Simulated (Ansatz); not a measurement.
Cost and result for the atomization energy of BF3H3N (`[NH3+][B-](F)(F)F`) (8 atoms, 7 bonds).

Charge 0, multiplicity 1. Geometry: relaxed with PBE0-D4/def2-TZVP. It is one conformer, not always the lowest. Program: Ansatz. All runs use 2 threads of a server CPU on a shared host. Times are those of one run each, without the atoms' runs, and a repeat can differ threefold. Electronic energies, without spin–orbit coupling; frozen cores. CCSD(T)/CBS adds CCSD(T) − MP2 in def2-TZVPP to the MP2 limit, and its time is that of the two runs behind it. T1 = 0.010. HSE06 is the plane-wave form, built on full-range PBE exchange.

CCSD(T)/CBS is a level of theory with its own doubt, some kJ/mol a heavy atom from the limit and from the frozen cores, so smaller differences don't rank the functionals.

| level | functions | wall time | atomization (kJ/mol) | difference from CCSD(T)/CBS | per bond |
| --- | --- | --- | --- | --- | --- |
| LDA (SPW92)/def2-TZVPP | 197 | 0.85 s | 3830.2 | 525.6 | 75.1 |
| PBE-D4/def2-TZVPP (with forces) | 197 | 1.9 s | 3373.8 | 69.2 | 9.9 |
| PBE0-D4/def2-TZVPP | 197 | 1.9 s | 3286.0 | -18.6 | -2.7 |
| BHLYP-D4/def2-TZVPP | 197 | 2.1 s | 3173.0 | -131.6 | -18.8 |
| HSE06-D4/def2-TZVPP | 197 | 2.4 s | 3289.0 | -15.6 | -2.2 |
| r2SCAN-D4/def2-TZVPP (with forces) | 197 | 3 s | 3306.4 | 1.8 | 0.3 |
| CCSD(T)/def2-SVP | 85 | 3.5 s | 3143.2 | -161.4 | -23.1 |
| B2PLYP/def2-TZVPP | 197 | 3.9 s | 3279.1 | -25.5 | -3.7 |
| ωB97X-V/def2-TZVPP | 197 | 5.5 s | 3297.9 | -6.7 | -1.0 |
| ωB97M-V/def2-TZVPP (with forces) | 197 | 7 s | 3314.2 | 9.6 | 1.4 |
| MP2/def2-QZVPP | 375 | 15 s | 3378.7 | 74.1 | 10.6 |
| CCSD(T)/def2-TZVPP | 197 | 69 s | 3220.5 | -84.1 | -12.0 |
| CCSD(T)/CBS(def2) | – | 84 s | 3304.6 | 0.0 | 0.0 |

In def2-TZVPP, CCSD(T) changes the Hartree–Fock value by +800.6 kJ/mol (the triples alone add +48.1 kJ/mol) and MP2 by +909.2 kJ/mol; breaking electron pairs costs correlation energy, which Hartree–Fock lacks. From r2SCAN to r2SCAN0 (25 % exact exchange), in def2-TZVPP and without D4, the atomization energy moves by −73.4 kJ/mol: exact exchange takes away binding that semilocal exchange gives to molecules. The D4 term adds +16.4 kJ/mol with B3LYP and +8.4 kJ/mol with PBE0; it sums over pairs of atoms, weighted by their polarisabilities, and B3LYP, whose exchange is more repulsive, gets the larger term.

B3LYP here is the variant with VWN-RPA as its local correlation; programs differ in this.
